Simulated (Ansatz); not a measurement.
Computed with Ansatz on PBE0-D4/def2-TZVP structures; ΔE is electronic, products minus reactants. CBS: MP2 limit from def2 TZ/QZ plus the TZ coupled-cluster correction, frozen cores. DFT in def2-TZVPP. One conformer a species, not always the lowest.

Reaction (ligand exchange at the Si–O bond): `C=C(S)O[SiH3]` + `[CH3][Al]([OH])[OH]` → `[CH3][Al]([OH])[O][SiH3]` + `C=C(O)S`

`C=C(S)O[SiH3]`:

```xyz
11

C     0.859   -1.408   -1.329
C     0.287   -0.360   -0.748
S     0.664    1.289   -1.274
O    -0.549   -0.493    0.303
Si   -0.664    0.539    1.605
H     1.463   -1.282   -2.215
H     0.715   -2.400   -0.918
H    -0.611    1.698   -1.410
H    -1.362    1.798    1.246
H    -1.480   -0.222    2.578
H     0.678    0.840    2.162
```

`[CH3][Al]([OH])[OH]`:

Cartesian coordinates in Å:
```
C -0.039 -0.377 -1.469
Al 0.007 0.097 0.405
O 0.362 1.702 0.829
O -0.307 -1.101 1.567
H 0.943 -0.241 -1.930
H -0.341 -1.416 -1.614
H -0.736 0.262 -2.018
H 0.415 2.043 1.719
H -0.304 -0.968 2.512
```

`[CH3][Al]([OH])[O][SiH3]`:

```xyz
12

C    -1.552   -1.358    0.944
Al   -0.552   -0.596   -0.524
O    -0.876   -1.106   -2.106
O     0.643    0.567   -0.268
Si    1.735    1.681    0.165
H    -2.349   -2.015    0.591
H    -0.898   -1.943    1.598
H    -2.000   -0.576    1.564
H    -0.412   -0.768   -2.870
H     3.053    1.038    0.419
H     1.901    2.690   -0.917
H     1.307    2.385    1.404
```

`C=C(O)S`:

```xyz
8

C     0.708   -1.105   -0.023
C     0.061    0.050    0.077
O    -0.210    0.614    1.279
S    -0.433    0.964   -1.353
H     1.112   -1.578    0.863
H     0.827   -1.584   -0.983
H    -0.334    1.560    1.153
H    -1.731    1.079   -1.013
```

| species | PBE0 energy (Eh) |
| --- | --- |
| `C=C(S)O[SiH3]` | -842.37452 |
| `[CH3][Al]([OH])[OH]` | -433.88824 |
| `[CH3][Al]([OH])[O][SiH3]` | -724.50596 |
| `C=C(O)S` | -551.76927 |

**Question.** Work out ΔE.

**Answer.** ΔE = (-724.50596) + (-551.76927) − (-842.37452) − (-433.88824) = -0.01247 Eh = -32.7 kJ/mol. CCSD(T)/CBS gives -28.8 kJ/mol.

Largest T1 diagnostic among the species: 0.013.

The D4 term adds +5.7 kJ/mol with B3LYP and +2.9 kJ/mol with PBE0; it sums over pairs of atoms, weighted by their polarisabilities, and B3LYP, whose exchange is more repulsive, gets the larger term. In def2-TZVPP, CCSD(T) changes the Hartree–Fock value by +13.1 kJ/mol (the triples alone add +2.3 kJ/mol) and MP2 by +15.8 kJ/mol. At CCSD(T), def2-SVP lies −4.7 kJ/mol from the extrapolated value and def2-TZVPP −1.1 kJ/mol.

B3LYP here is the variant with VWN-RPA as its local correlation; programs differ in this.
